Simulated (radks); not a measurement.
Results of a calculation; reference values are marked as such.
Q: Ionisation of the europium ion Eu2+, [Xe] 4f7, to Eu3+, [Xe] 4f6, under several functionals. Dirac Kohn-Sham, spin-unpolarised, spherical densities, finite nucleus; open shells fill j = l - 1/2 first; a radial shooting solver on a logarithmic mesh with Libxc functionals. Known Delta-SCF values: PBEsol 23.905 eV. What does B86b exchange with PBE correlation give, and what is its highest occupied eigenvalue?

A: 23.882 eV by Delta-SCF; the 4f7/2 eigenvalue is -15.697 eV. NIST: 24.84 eV (semi-empirical).

Beside tabulated values, note that spin-unpolarised runs miss the spin-polarisation part of the exchange energy of open shells.
